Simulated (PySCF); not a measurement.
**Electronic absorption of C5H7F4P**

Compound: C₅H₇F₄P.
InChI=1S/C5H7F4P/c1-3(2)4(6)10-5(7,8)9/h3H,1-2H3

Computed, not measured: TDDFT CAM-B3LYP/def2-SVPD, vertical, gas phase, core orbitals frozen in the response in PySCF 2.14.0, density-fitted response routines. Isolated species at its PBE0-D3(BJ)/def2-SVP geometry (one conformer only). Torsions of this conformer, `[CH3:1][CH:2]([CH3:3])/[C:4]([F:5])=[P:6]/[C:7]([F:8])([F:9])[F:10]`: C1–C2–C4–F5 60°, C4–P6–C7–F8 62°.

Task: What does the calculation give for the low-lying excited states?

Result: 

```json
{"state": "S1", "E (eV)": "5.29", "E (hartree)": "0.1944", "f": "0.268", "main configurations (H = HOMO, L = LUMO)": "H→L (94%)"}
{"state": "S2", "E (eV)": "5.33", "E (hartree)": "0.1960", "f": "0.0059", "main configurations (H = HOMO, L = LUMO)": "H-1→L (96%)"}
{"state": "S3", "E (eV)": "6.11", "E (hartree)": "0.2244", "f": "0.0051", "main configurations (H = HOMO, L = LUMO)": "H→L+1 (44%), H→L+2 (35%)"}
{"state": "S4", "E (eV)": "6.39", "E (hartree)": "0.2349", "f": "0.0009", "main configurations (H = HOMO, L = LUMO)": "H-2→L (84%)"}
{"state": "S5", "E (eV)": "7.29", "E (hartree)": "0.2679", "f": "0.049", "main configurations (H = HOMO, L = LUMO)": "H→L+2 (51%), H→L+1 (32%)"}
{"state": "S6", "E (eV)": "7.66", "E (hartree)": "0.2816", "f": "0.020", "main configurations (H = HOMO, L = LUMO)": "H-3→L (49%), H-4→L (42%)"}
{"state": "S7", "E (eV)": "7.82", "E (hartree)": "0.2873", "f": "0.061", "main configurations (H = HOMO, L = LUMO)": "H-4→L (50%), H-3→L (40%)"}
{"state": "S8", "E (eV)": "8.04", "E (hartree)": "0.2953", "f": "0.202", "main configurations (H = HOMO, L = LUMO)": "H-1→L+2 (42%), H-1→L+1 (32%)"}
{"state": "S9", "E (eV)": "8.15", "E (hartree)": "0.2994", "f": "0.0091", "main configurations (H = HOMO, L = LUMO)": "H→L+5 (34%), H→L+6 (24%), H→L+3 (10%)"}
{"state": "S10", "E (eV)": "8.35", "E (hartree)": "0.3067", "f": "0.026", "main configurations (H = HOMO, L = LUMO)": "H→L+4 (82%)"}
```

Triplets (Tamm–Dancoff): T1 2.69 eV, H→L (97%); T2 4.51 eV, H-1→L (93%); T3 5.65 eV, H→L+1 (42%), H→L+2 (40%); T4 6.01 eV, H-2→L (86%).

The lowest singlet lies at 5.29 eV (234 nm, ultraviolet) and is strong; its leading configuration is HOMO→LUMO (94%). The lowest level is also the most intense of those listed (f = 0.268). Löwdin shares by element: HOMO phosphorus 41%, carbon 36% or more, fluorine 9% or more; LUMO carbon 38% or more, phosphorus 37%, fluorine 8% or more (atoms not listed hold the other 17%). The listed states span 3.06 eV, and the widest gap between neighbours is 0.90 eV (S4 to S5). Of the 10 states listed, 6 reach f = 0.01 and none stays under 0.0005. Orbital energies (eV): HOMO-3 -11.79, HOMO-2 -11.20, HOMO-1 -10.08, HOMO -8.87, LUMO -0.93, LUMO+1 1.10, LUMO+2 1.18. All these states lie below the vertical ionisation energy of 9.63 eV (ΔSCF). Only the lowest 10 singlets were computed, as vertical energies without vibronic structure.
